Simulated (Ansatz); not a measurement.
Ansatz (a first-principles code) input for SbF5, SMILES [F][Sb]([F])([F])([F])[F], PBE/def2-SVPD. Geometry optimised at B3LYP-D3(BJ)/def2-SVP. The isomer is the one that the SMILES or the coordinates give; other isomers of the formula were not compared. The def2 effective core potentials stand for the cores of Sb; spin–orbit coupling is left out.

Ansatz 0.2 input:
```yaml
crystal:
  periodic: [false, false, false]
  atoms:
    - {symbol: Sb, position_ang: [-0.00000000, -0.00000000, -0.00000000]}
    - {symbol: F, position_ang: [0.00000001, -0.00000000, -1.90430901]}
    - {symbol: F, position_ang: [-0.00000001, 0.00000000, 1.90430901]}
    - {symbol: F, position_ang: [1.89443469, 0.00000000, 0.00000001]}
    - {symbol: F, position_ang: [-0.94721735, -1.64062857, 0.00000000]}
    - {symbol: F, position_ang: [-0.94721734, 1.64062857, -0.00000001]}
basis:
  gaussian:
    orbitals: def2-SVPD
hamiltonian:
  xc: {name: PBE}
```

Output:

```
WARN ansatz: RAYON_NUM_THREADS=1 ignored (pool sized by the plan → 1); use --threads N
Functional definition: PBE
integrals: 0.08 GiB planned
1289 factors; their error is unknown
mean field: 0.53 GiB planned
mean field evaluation 1: about -20091.4760 eV, gradient 7.7e1 eV
mean field evaluation 2: about -20052.2891 eV, gradient 1.7e2 eV
mean field evaluation 4: about -20100.9922 eV, gradient 1.1e1 eV
mean field evaluation 8: about -20101.1846 eV, gradient 2.3e-2 eV
mean field evaluation 16: about -20101.1461 eV, gradient 3.3e-5 eV
mean field -20101.14612228 eV, -738.7034949474 hartree, gradient 3.3e-5 eV, S^2 0.000000; 0 other end points of the search recorded, 0 dependent functions left out
reference -20101.14617031 eV, -738.7034967126 hartree; 34, 34 occupied and 113, 113 virtual orbitals, 1289 factors
Total energy: -20101.14617031 eV, -738.7034967126 hartree
```

The run converged.

Cost: about 2.8 core-seconds (a rough figure).
